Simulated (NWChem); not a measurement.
System meant: ZnCl, doublet; SMILES [Zn][Cl]

NWChem input:

```
start job
memory heap 200 mb stack 900 mb global 1100 mb
geometry units angstroms noautoz
  Zn     0.000000     0.000000    -0.775852
  Cl     0.000000     0.000000     1.386832
end
basis spherical
  * library def2-svp
end
dft
  odft
  mult 3
  xc xpbe96 cpbe96
  iterations 150
  mulliken
end
task dft energy
```

End of the output:

```
 Summary of "ao basis" -> "" (spherical)
 ------------------------------------------------------------------------------
       Tag                 Description            Shells   Functions and Types
 ---------------- ------------------------------  ------  ---------------------
 *                          def2-svp                  on all atoms

  pbe96 is a nonlocal functional; adding pw91lda local functional.

                                 NWChem DFT Module
                                 -----------------

 Summary of "ao basis" -> "ao basis" (spherical)
 ------------------------------------------------------------------------------
       Tag                 Description            Shells   Functions and Types
 ---------------- ------------------------------  ------  ---------------------
 Zn                         def2-svp                11       31   5s3p2d1f
 Cl                         def2-svp                 8       18   4s3p1d

 Summary of "ao basis" -> "ao basis" (spherical)
 ------------------------------------------------------------------------------
       Tag                 Description            Shells   Functions and Types
 ---------------- ------------------------------  ------  ---------------------
 Zn                         def2-svp                11       31   5s3p2d1f
 Cl                         def2-svp                 8       18   4s3p1d

      Symmetry analysis of basis
      --------------------------

        a1         19
        a2          0
        b1          4
        b2          4
        e          22

  number of electrons :                   47
  multiplicity        :                    3
 ------------------------------------------------------------------------
  no. of electrons and multiplicity not compatible                  47
 ------------------------------------------------------------------------
 ------------------------------------------------------------------------
  current input line :
    17: task dft energy
 ------------------------------------------------------------------------
 ------------------------------------------------------------------------
 There is an error in the input file
 ------------------------------------------------------------------------
 For more information see the NWChem manual at https://nwchemgit.github.io

0: no. of electrons and multiplicity not compatible:Received an Error in Communication
```

Question: Find the fault in this run and fix the input.

Answer: The input was rejected before any calculation. Cause: the multiplicity doesn't fit the number of electrons (an even count wants an odd multiplicity, and the reverse). This input runs:
```
start job
memory heap 200 mb stack 900 mb global 1100 mb
geometry units angstroms noautoz
  Zn     0.000000     0.000000    -0.775852
  Cl     0.000000     0.000000     1.386832
end
basis spherical
  * library def2-svp
end
dft
  odft
  mult 2
  xc xpbe96 cpbe96
  iterations 150
  mulliken
end
task dft energy
```
It converges to -2238.73605 Ha (PBE/def2-SVP, spin-unrestricted).
